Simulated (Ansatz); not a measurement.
C₅H₁₁F₃Sn (`CC(C)(C)[CH2][Sn]([F])([F])[F]`) from Hartree–Fock to CCSD(T)

```xyz
20

C     1.539   -0.474   -0.049
C     0.023   -0.593   -0.167
C    -0.388   -2.053    0.040
C    -0.432   -0.131   -1.547
C    -0.666    0.226    0.927
Sn   -0.263    2.312    0.876
F     1.556    2.828    1.091
F    -0.780    3.237   -0.705
F    -1.162    3.258    2.261
H     1.886    0.552   -0.207
H     1.887   -0.791    0.938
H     2.029   -1.103   -0.795
H     0.078   -2.689   -0.717
H    -1.471   -2.174   -0.039
H    -0.075   -2.416    1.022
H     0.017   -0.754   -2.324
H    -1.519   -0.199   -1.650
H    -0.144    0.905   -1.751
H    -1.755    0.150    0.868
H    -0.362   -0.092    1.927
```

Charge 0, multiplicity 1. Correlated methods include outer-core shells of Sn, which these sets cover unevenly. Sn takes the def2 core potential. The geometry is a stationary point of PBE0-D4/def2-TZVP. It is one conformer, not always the lowest. Frozen core, restricted reference, the Gaussian-basis code of Ansatz.

```json
{"basis": "def2-SVP", "HF (Eh)": "-707.11156", "MP2 corr.": "-1.39915", "CCSD corr.": "-1.46791", "(T)": "-0.03725", "CCSD(T) total": "-708.61672"}
{"basis": "def2-TZVPP", "HF (Eh)": "-707.72903", "MP2 corr.": "-1.95851", "CCSD corr.": "-1.99713", "(T)": "-0.07071", "CCSD(T) total": "-709.79687"}
{"basis": "def2-QZVPP", "HF (Eh)": "-707.75673", "MP2 corr.": "-2.30143", "CCSD corr.": "–", "(T)": "–", "CCSD(T) total": "–"}
```
